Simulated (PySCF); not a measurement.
The multiplicity is imposed and other spin states were not computed.

Cartesian coordinates (Å):
```xyz
8

Hf     0.0065    -0.0059    -0.0133
F     -0.5977    -1.5488     0.9560
F     -1.4169     1.1294    -0.6215
F      1.4317     0.9420     0.8558
C      0.9081    -0.8142    -1.8543
H      1.3006     0.0008    -2.5014
H      0.1635    -1.3884    -2.4483
H      1.7540    -1.4977    -1.6212
```
Charge 0, multiplicity 1.

Question: Estimate the total energy, dipole moment and LUMO that TPSSh-D3(BJ)/def2-TZVP // PBE-D3(BJ)/def2-SVP run with PySCF 2.14.0 returns for this input.

Answer: 
The total energy comes out as -387.8727 Ha, the dipole moment is 0.79 D and the LUMO is -1.22 eV.
